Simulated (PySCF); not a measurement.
A structure optimised at PBE-D3(BJ)/def2-SVP, used in a PySCF frequency run:

```xyz
8

Si     0.9184    -0.5900     0.0000
Cl    -0.3939    -2.1899     0.0000
C     -0.0998     1.0615     0.0000
F     -0.8887     1.1851    -1.0938
F     -0.8887     1.1851     1.0938
F      0.7703     2.1110     0.0000
H      1.7509    -0.6060    -1.2426
H      1.7509    -0.6060     1.2426
```

Question: Write its SMILES, formula and point group.

Answer: FC(F)(F)[SiH2]Cl, CH2ClF3Si, Cs

Question: What are its rotational constants (standard atomic weights)?

Answer: 4.0390, 1.3277, 1.2368 GHz
